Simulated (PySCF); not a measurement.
A GIAO shielding run with PySCF (density fitting, non-relativistic, gas phase) on SMILES O=C(O)C[SiH2][C@H]1OCC1=O, C5H8O4Si:

```
$ OMP_NUM_THREADS=1 python probes_run.py task.json out

{"job": {"kind": "nmr", "xc": "PBE0", "basis": "pcSseg-1"}, "charge": 0, "multiplicity": 1}
O      3.730976    -0.010490    -0.986294
C      2.892683    -0.084474    -0.127915
O      3.013804     0.559634     1.045375
C      1.600894    -0.809237    -0.231474
Si     0.298642     0.466076    -0.798384
C     -1.366541    -0.482058    -0.840519
O     -1.675840    -0.914795     0.503387
C     -2.779459    -0.013318     0.603456
C     -2.542027     0.431889    -0.822036
O     -3.053827     1.203834    -1.579665
H      3.853132     1.044721     1.076929
H      1.317733    -1.211157     0.739219
H      1.697042    -1.617499    -0.952936
H      0.184704     1.526308     0.206082
H      0.573235     0.993009    -2.134688
H     -1.396820    -1.296691    -1.563825
H     -3.724190    -0.533192     0.780373
H     -2.632899     0.753758     1.367764
```

Hardware: 1 thread of an Arm Neoverse V2, shared host. The job also computes population analyses, field gradients, ring-centre shieldings.

**Question.** How large is the calculation?

**Answer.** 84 electrons, 217 basis functions and 1148 auxiliary functions.

**Question.** How long does it take, and how much memory does it need?

**Answer.** 42 s of wall time, with 15 SCF cycles and 5 response iterations; peak memory 0.95 GiB. Times on a shared host scatter by some tens of per cent.
